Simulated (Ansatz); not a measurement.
Program: Ansatz. Geometries: PBE0-D4/def2-TZVP. ΔE: electronic, gas phase. CCSD(T)/CBS is the MP2 limit (def2-TZVPP, def2-QZVPP) plus CCSD(T) − MP2 in def2-TZVPP, frozen cores. This one scheme is used for every species. Functionals use def2-TZVPP. One conformer a species, not always the lowest.

Consider the cleavage of the B–Si bond: `COB(F)[SiH2]F` + CH₃OH → `COB(F)OC` + `F[SiH3]`.

Is it downhill or uphill in electronic energy at CCSD(T)/CBS, and by how much? (Best estimate.)

The calculation gave: Downhill: ΔE = -154.5 kJ/mol.

What do these levels give: r2SCAN-D4, PBE0-D4, ωB97M-V, B2PLYP, PBE, HF/def2-TZVPP, SCS-MP2/def2-TZVPP, CCSD/def2-TZVPP, CCSD(T)/def2-TZVPP, HF/def2-QZVPP, SCS-MP2/def2-QZVPP, CCSD/CBS(def2)? (Best estimate.)

The calculation gave: r2SCAN-D4 -153.5, PBE0-D4 -144.7, ωB97M-V -156.5, B2PLYP -158.0, PBE -135.3, HF/def2-TZVPP -180.5, SCS-MP2/def2-TZVPP -163.0, CCSD/def2-TZVPP -160.5, CCSD(T)/def2-TZVPP -157.3, HF/def2-QZVPP -181.2, SCS-MP2/def2-QZVPP -161.8, CCSD/CBS(def2) -157.7 kJ/mol.

Largest T1 diagnostic among the species: 0.013.

From PBE to PBE0 (25 % exact exchange), in def2-TZVPP and without D4, ΔE moves by −10.3 kJ/mol. In def2-TZVPP, CCSD(T) changes the Hartree–Fock value by +23.2 kJ/mol (the triples alone add +3.2 kJ/mol) and MP2 by +18.7 kJ/mol.
